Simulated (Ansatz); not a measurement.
Mulliken charges of CH₃BSe, SMILES `B1C[Se]1` from ωB97M-V/def2-TZVPP in Ansatz (PBE0-D4/def2-TZVP geometry).

```json
{"atom": "B1", "x (Å)": "-0.554", "y (Å)": "-0.632", "z (Å)": "-0.317", "charge (e)": "-0.090"}
{"atom": "C2", "x (Å)": "0.259", "y (Å)": "0.577", "z (Å)": "0.134", "charge (e)": "-0.290"}
{"atom": "Se3", "x (Å)": "1.008", "y (Å)": "-1.258", "z (Å)": "0.527", "charge (e)": "-0.031"}
{"atom": "H4", "x (Å)": "-1.531", "y (Å)": "-1.028", "z (Å)": "-0.851", "charge (e)": "0.113"}
{"atom": "H5", "x (Å)": "0.864", "y (Å)": "1.145", "z (Å)": "-0.568", "charge (e)": "0.148"}
{"atom": "H6", "x (Å)": "-0.004", "y (Å)": "1.133", "z (Å)": "1.029", "charge (e)": "0.148"}
```

Question: By hand: the dipole of these point charges (1 e Å = 4.8032 D).

Answer: Σ q r = (-0.102, 0.150, -0.055) e Å, of length 0.190 e Å = 0.91 D.

Question: How does the dipole of the full density compare? (Estimate.)

Answer: Computed: (-0.087, 0.206, -0.046) e Å, 1.10 D; the point charges give 0.83 times that, at 12° from its direction.

Point charges leave out the atoms' own dipoles, such as those of lone pairs, and Mulliken's split depends on the basis, so the two needn't agree.
